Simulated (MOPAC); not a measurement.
Input for MOPAC: PM6 on ClFSi (SMILES F[Si]Cl), a point of a bond scan (R = 2.097 Å).

```
PM6 1SCF PRECISE CHARGE=0 THREADS=1
ClFSi

Si     0.34761579 1     0.26750639 1     0.78195685 1
F      0.95036201 1     1.34196481 1    -0.25474125 1
Cl    -0.78940466 1    -0.93075134 1    -0.50910144 1
```

It printed:

```
*******************************************************************************
 **                                                                           **
 **                              MOPAC v23.2.5                                **
 **                                                                           **
 *******************************************************************************
 ** MOPAC's Digital Object Identifier: https://doi.org/10.5281/zenodo.6511958 **
 **                                                                           **
 ** Please cite the open-source release paper for use of this MOPAC version:  **
 ** J. E. Moussa and J. J. P. Stewart (2026)                                  **
 ** MOPAC: An open-source semiempirical molecular orbital program             **
 ** J. Open Source Softw., 11(119), 8025, https://doi.org/10.21105/joss.08025 **
 *******************************************************************************

                              PM6 CALCULATION RESULTS

 *******************************************************************************
 *  PM6        - The PM6 Hamiltonian to be used
 *
 *
 *
 *                 CHARGE ON SYSTEM = 0
 *
 *
 *
 *  PRECISE    - TIGHTER CRITERIA TO BE USED
 *  1SCF       - DO 1 SCF AND THEN STOP
 *  THREADS=1  - MULTI-THREADING NOT USED
 *  T=         - A TIME OF 172800.0 SECONDS REQUESTED
 *  DUMP=N     - RESTART FILE WRITTEN EVERY 7200.0 SECONDS REQUESTED
 *******************************************************************************
PM6 1SCF PRECISE CHARGE=0 THREADS=1
 ClFSi

   ATOM   CHEMICAL          X               Y               Z
  NUMBER   SYMBOL      (ANGSTROMS)     (ANGSTROMS)     (ANGSTROMS)

     1      Si          0.34761579  *   0.26750639  *   0.78195685  *
     2       F          0.95036201  *   1.34196481  *  -0.25474125  *
     3      Cl         -0.78940466  *  -0.93075134  *  -0.50910144  *



          CARTESIAN COORDINATES

    NO.       ATOM           X           Y           Z

     1        Si          0.3476      0.2675      0.7820
     2         F          0.9504      1.3420     -0.2547
     3        Cl         -0.7894     -0.9308     -0.5091

 General Reference for PM6:
 "Optimization of Parameters for Semiempirical Methods V: Modification of NDDO Approximations
 and Application to 70 Elements", J. J. P. Stewart, J. Mol. Mod., 13, 1173-1213 (2007)
 URL: https://link.springer.com/article/10.1007/s00894-007-0233-4

           Empirical Formula: Si F Cl  =     3 atoms



      MOLECULAR POINT GROUP   :   Cs


      RHF CALCULATION, NO. OF DOUBLY OCCUPIED LEVELS = 9


 -------------------------------------------------------------------------------
 PM6 1SCF PRECISE CHARGE=0 THREADS=1
 ClFSi



     1SCF WAS SPECIFIED, SO BFGS WAS NOT USED
     SCF FIELD WAS ACHIEVED


                              PM6 CALCULATION
                                                       MOPAC v23.2.5 Linux




          FINAL HEAT OF FORMATION =        -81.05339 KCAL/MOL =    -339.12740 KJ/MOL


          COSMO AREA              =        100.36 SQUARE ANGSTROMS
          COSMO VOLUME            =         88.17 CUBIC ANGSTROMS

          IONIZATION POTENTIAL    =          8.844759 EV
          HOMO LUMO ENERGIES (EV) =         -8.845 -1.218
          NO. OF FILLED LEVELS    =          9
          MOLECULAR WEIGHT        =         82.5369         POINT GROUP:  Cs

          MOLECULAR DIMENSIONS (Angstroms)

            Atom       Atom       Distance
           Cl     3    F     2     2.87345
            F     2   Si     1     1.15385
           Si     1   Cl     3     0.00000


          SCF CALCULATIONS        =          1





   ATOM   CHEMICAL          X               Y               Z
  NUMBER   SYMBOL      (ANGSTROMS)     (ANGSTROMS)     (ANGSTROMS)

     1      Si          0.34761579  *   0.26750639  *   0.78195685  *
     2       F          0.95036201  *   1.34196481  *  -0.25474125  *
     3      Cl         -0.78940466  *  -0.93075134  *  -0.50910144  *

                             CARTESIAN COORDINATES

   1   Si        0.347615790     0.267506390     0.781956850
   2    F        0.950362010     1.341964810    -0.254741250
   3   Cl       -0.789404660    -0.930751340    -0.509101440


           Empirical Formula: Si F Cl  =     3 atoms



      MOLECULAR POINT GROUP   :   Cs


                  EIGENVALUES
 -39.86974 -26.14608 -17.07102 -15.29463 -15.09003 -14.05681 -11.67263 -11.56325
  -8.84476  -1.21824  -0.89285  -0.61252   1.07011   1.56367   1.66488   1.85605
   3.79160  89.94175  90.02830  90.11522  90.45309  90.45805


              NET ATOMIC CHARGES AND DIPOLE CONTRIBUTIONS

  ATOM NO.   TYPE          CHARGE      No. of ELECS.   s-Pop       p-Pop       d-Pop
    1         Si           0.607991        3.3920     1.88310     0.91283     0.59608
    2          F          -0.355739        7.3557     1.93219     5.42355
    3         Cl          -0.252253        7.2523     1.99451     5.25588     0.00186
 DIPOLE           X         Y         Z       TOTAL
 POINT-CHG.     0.348    -0.384     3.336     3.376
 HYBRID        -0.111     0.027    -0.691     0.701
 SUM            0.236    -0.357     2.644     2.679


          ATOMIC ORBITAL ELECTRON POPULATIONS

     Atom    s        px        py        pz      x^2-y^2     xz        z^2       yz        xy
    1 Si   1.88310   0.23987   0.24635   0.42660   0.09300   0.08816   0.07013   0.15161   0.19319
    2  F   1.93219   1.83367   1.78396   1.80592
    3 Cl   1.99451   1.75717   1.75378   1.74493   0.00014   0.00044   0.00021   0.00050   0.00057

 **********************
 *                    *
 * JOB ENDED NORMALLY *
 *                    *
 **********************




 == MOPAC DONE ==
```

The run finished.

Cost: about 0.020 core-seconds (a rough figure).
